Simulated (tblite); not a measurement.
Isomers of C6H9P. Computed with GFN2-xTB (tblite): harmonic, unscaled wavenumbers at the GFN2-xTB geometry, gas phase. The method is semi-empirical: single wavenumbers can be off by several per cent or more. Modes of hydrogen on phosphorus can be 10 to 20 % off. One conformer each.

Electronic energies: GFN2-xTB at the same geometries; isomer energies are rough at this level and their order can be wrong.

| SMILES | electronic energy, lowest = 0 (kcal/mol) |
| --- | --- |
| Cc1c[pH]c(C)c1 | 0.0 |
| C#CCPC(=C)C | 48.2 |
| CC#CP/C=C\C | 40.5 |
| C=CP(C)C#CC | 44.3 |

How do GFN2-xTB zero-point energies change the relative energies?

```tsv
SMILES	ZPE (kcal/mol)	of it from modes above 1550 cm⁻¹	electronic (kcal/mol)	with ZPE, lowest = 0 (kcal/mol)	lowest mode (cm⁻¹)	rings
Cc1c[pH]c(C)c1	79.8	42.4	0.0	0.0	63	1
CC#CP/C=C\C	77.9	43.3	40.5	38.6	16	0
C=CP(C)C#CC	78.5	44.6	44.3	43.0	18i	0
C#CCPC(=C)C	77.6	43.9	48.2	45.9	42	0
```

The zero-point energies span 2.2 kcal/mol, from `C#CCPC(=C)C` to `Cc1c[pH]c(C)c1`. Slightly imaginary modes are left out of the zero-point energy: `C=CP(C)C#CC` 17.7i cm⁻¹. The order is unchanged.
